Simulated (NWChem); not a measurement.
System: CH5CdNS; SMILES C[S][Cd][NH2]

NWChem input:

```
start job
memory heap 200 mb stack 900 mb global 1100 mb
geometry units angstroms noautoz
  Cd     0.532916     0.619953     0.247552
  N      1.370582     2.469144     0.222470
  H      1.310900     2.920325     1.146860
  H      0.880499     3.102413    -0.425781
  S     -0.231911    -1.606229     0.265121
  C      1.263675    -2.548947    -0.261359
  H      1.598037    -2.273349    -1.279883
  H      0.965510    -3.615596    -0.272812
  H      2.105377    -2.433408     0.448161
end
basis spherical
  * library 3-21g
end
dft
  xc xpbe96 cpbe96
  iterations 150
  mulliken
end
task dft energy
```

Structure relaxed at the PBE-D3(BJ)/def2-SVP (def2 core potentials past Kr) level. Not confirmed as a minimum by frequencies.

Q: Predict the main results of this run. (PBE/3-21G, non-relativistic.) Quantities: basis functions; energy (Ha); highest occupied level (eV); orbital gap (eV); dipole (D).

A: The number of basis functions is 77, the energy (Ha) is -5933.07 and the highest occupied level (eV) is -5.04. The orbital gap (eV) is 3.32. The dipole (D) is 1.91.
